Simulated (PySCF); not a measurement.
# Steps of a relaxation of Eu(OH)2

Eu(OH)2 (singlet in the valence; each metal's 4f electrons, 7 of them, lie in its core potential, out of spins and levels). PySCF 2.14.0, RKS PBE0, Eu lcecp-0-SVP with ECP53, O def2-SVP, H def2-SVP; non-relativistic Hamiltonian with scalar-relativistic core potentials where named; density fitting; no spin-orbit coupling. Origin of the start: displaced along the imaginary mode. Columns: position (Å) and force (eV/Å). Energies are counted from the last step; some of the 16 steps are shown. Forces carry noise of the integration grid, about 0.01 to 0.03 eV/Å.

Run from Python with OMP_NUM_THREADS=2. Where DIIS fails, smearing, a level shift and second-order steps follow.
It took 78 s on 2 threads of Intel(R) Xeon(R) Processor @ 2.70GHz, on a shared host, from the converged density of the start.

```xyz
5
step 0  E = 0.109 eV
Eu    0.0018    0.0299   -0.0022     0.01    0.09   -0.01
O    -0.0075    0.0317    2.1984    -0.01   -0.07    0.31
H    -0.0146   -0.0205    3.1639     0.00    0.02   -0.42
O    -0.0075   -0.2863   -2.1799    -0.01   -0.11   -0.30
H    -0.0146   -0.4774   -3.1278     0.00    0.08    0.42
```

```xyz
5
step 5  E = 0.032 eV
Eu    0.0307    0.5238   -0.0380    -0.01   -0.09    0.01
O    -0.0082    0.0114    2.0892     0.00   -0.04    0.36
H    -0.0284   -0.2670    3.0170     0.01    0.08   -0.54
O    -0.0082   -0.2906   -2.0690     0.00   -0.10   -0.35
H    -0.0284   -0.7001   -2.9468     0.01    0.15    0.52
```

```xyz
5
step 10  E = 0.001 eV
Eu    0.0428    0.7297   -0.0530     0.00    0.06    0.00
O    -0.0062    0.0383    1.9966     0.00   -0.01    0.10
H    -0.0364   -0.4170    2.8400     0.00   -0.02   -0.02
O    -0.0062   -0.2506   -1.9812     0.00   -0.02   -0.10
H    -0.0364   -0.8230   -2.7500     0.00   -0.01    0.02
```

Q: Where does the relaxation end?

A: It converges at step 15 in C2v:
```xyz
5
step 15  E = 0
Eu    0.0452    0.7710   -0.0560
O    -0.0055    0.0502    1.9873
H    -0.0383   -0.4531    2.8022
O    -0.0055   -0.2374   -1.9737
H    -0.0383   -0.8532   -2.7073
```

Q: How did the contacts change?

A: 
| contact | start (Å) | end (Å) |
| --- | --- | --- |
| Eu1–O2 (OH) | 2.201 | 2.167 |
| Eu1–O4 (OH) | 2.201 | 2.167 |


An lcecp potential fixes the number of 4f electrons, so in runs with it no electron can move into or out of that shell.
